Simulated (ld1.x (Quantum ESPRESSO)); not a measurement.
# C, ultrasoft: configuration errors across variants

```
Element                 : C
Generator               : ld1.x (Quantum ESPRESSO) 7.5
Type                    : ultrasoft
Functional              : PBE
Relativity              : scalar-relativistic
Frozen core             : [He]
Valence charge          : 4
Reference configuration : 2s2 2p1.5 (charge +0.5)
Partial waves           : 2s (bound): rcut 1.05, rcutus 1.20 bohr; 2s channel at 1.25 Ry: rcut 1.05, rcutus 1.20 bohr; 2p (bound): rcut 2.60, rcutus 3.25 bohr; 2p channel at 2.5 Ry: rcut 2.60, rcutus 3.25 bohr; 3d channel at -0.05 Ry: rcut 2.50, rcutus 2.95 bohr
Local potential         : all-electron potential smoothed inside 2.10 bohr (lloc = -1)
Core correction         : a·sin(br)/r model core, default radius (core density twice the valence density)
Augmentation charge     : PSQ, inside the norm-conserving radii
```

All-electron excitation energies from the reference (eV): (1) 2s2 2p2 -3.963; (2) 2s2 2p1 6.898; (3) 2s2 2p0 31.054; (4) 2s0 2p4 13.012; (5) 2s1 2p3 4.515; (6) 2s1 2p0 79.249.

Tests that are not counted but printed errors over 1 eV. “base”: 2s2 2p2.3 (solver errors, printed error -67.8 eV). “wave 2s channel at 1.25 Ry: rcut 1.05, rcutus 1.20 bohr becomes 2s channel at -1.29 Ry: rcut 1.05, rcutus 1.20 bohr”: 2s2 2p2.3 (solver errors, printed error -67.8 eV). “wave 2s channel at 1.25 Ry: rcut 1.05, rcutus 1.20 bohr becomes 2s channel at -1.25 Ry: rcut 1.05, rcutus 1.20 bohr”: 2s2 2p2.3 (solver errors, printed error -67.8 eV). “wave 2s channel at 1.25 Ry: rcut 1.05, rcutus 1.20 bohr becomes 2s channel at -1.09 Ry: rcut 1.05, rcutus 1.20 bohr”: 2s2 2p2.3 (solver errors, printed error -67.8 eV). “wave 2s channel at 1.25 Ry: rcut 1.05, rcutus 1.20 bohr becomes 2s channel at -0.94 Ry: rcut 1.05, rcutus 1.20 bohr”: 2s2 2p2.3 (solver errors, printed error -67.8 eV).

Errors AE − PS in meV (a dash: test not solved or not reliable):

```csv
change,(1),(2),(3),(4),(5),(6),bound ghosts
base,-6.7,+6.7,+219,+27,+12,+443,none
"wave 2s channel at 1.25 Ry: rcut 1.05, rcutus 1.20 bohr becomes 2s channel at -1.29 Ry: rcut 1.05, rcutus 1.20 bohr",-6.7,+6.9,+221,+27,+12,+447,none
"wave 2s channel at 1.25 Ry: rcut 1.05, rcutus 1.20 bohr becomes 2s channel at -1.25 Ry: rcut 1.05, rcutus 1.20 bohr",-6.7,+6.9,+221,+27,+12,+447,none
"wave 2s channel at 1.25 Ry: rcut 1.05, rcutus 1.20 bohr becomes 2s channel at -1.09 Ry: rcut 1.05, rcutus 1.20 bohr",-6.7,+6.8,+220,+27,+12,+446,none
"wave 2s channel at 1.25 Ry: rcut 1.05, rcutus 1.20 bohr becomes 2s channel at -0.94 Ry: rcut 1.05, rcutus 1.20 bohr",-6.7,+6.8,+220,+27,+12,+445,none
"wave 2s channel at 1.25 Ry: rcut 1.05, rcutus 1.20 bohr becomes 2s channel at -0.72 Ry: rcut 1.05, rcutus 1.20 bohr",-6.7,+6.8,+220,+27,+12,+445,none
"wave 2s channel at 1.25 Ry: rcut 1.05, rcutus 1.20 bohr becomes 2s channel at -0.3 Ry: rcut 1.05, rcutus 1.20 bohr",-6.7,+6.8,+219,+27,+12,+445,none
"wave 2s channel at 1.25 Ry: rcut 1.05, rcutus 1.20 bohr becomes 2s channel at 0.44 Ry: rcut 1.05, rcutus 1.20 bohr",-6.7,+6.8,+219,+27,+12,+444,none
"wave 2s channel at 1.25 Ry: rcut 1.05, rcutus 1.20 bohr becomes 2s channel at 1.27 Ry: rcut 1.05, rcutus 1.20 bohr",-6.7,+6.7,+219,+27,+12,+443,none
"wave 2s channel at 1.25 Ry: rcut 1.05, rcutus 1.20 bohr becomes 2s channel at 2.73 Ry: rcut 1.05, rcutus 1.20 bohr",-6.7,+6.7,+218,+27,+12,+442,none
```

(1) Give the same row for: wave 2s channel at 1.25 Ry: rcut 1.05, rcutus 1.20 bohr becomes 2s channel at 4.98 Ry: rcut 1.05, rcutus 1.20 bohr.

Results:

(1) -6.7, +6.7, +217, +27, +12, +440; bound ghosts: none. Not counted: 2s2 2p2.3 (solver errors, printed error -106 eV).
